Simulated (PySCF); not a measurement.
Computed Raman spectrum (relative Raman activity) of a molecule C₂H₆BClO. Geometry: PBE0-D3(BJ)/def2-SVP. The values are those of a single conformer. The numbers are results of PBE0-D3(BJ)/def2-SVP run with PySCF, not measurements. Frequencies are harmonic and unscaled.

Lines under 2 % of the strongest are left out, and lines within 2 cm⁻¹ are merged.

ν (cm⁻¹): 848 (vw), 903 (vw), 1122 (vw), 1137 (vw), 1304 (w), 1406 (vw), 1450 (vw), 1455 (w), 1473 (w), 1500 (vw), 2637 (m), 3059 (s), 3064 (vs), 3122 (s), 3165 (m), 3170 (m) (against the strongest line: vs over 80 %, s over 45 %, m over 15 %, w over 4 %, vw less)

Q: Which molecule gave these data?
A. COB(C)Cl
B. CCB(O)Cl
C. CCOBCl

A: C, CCOBCl
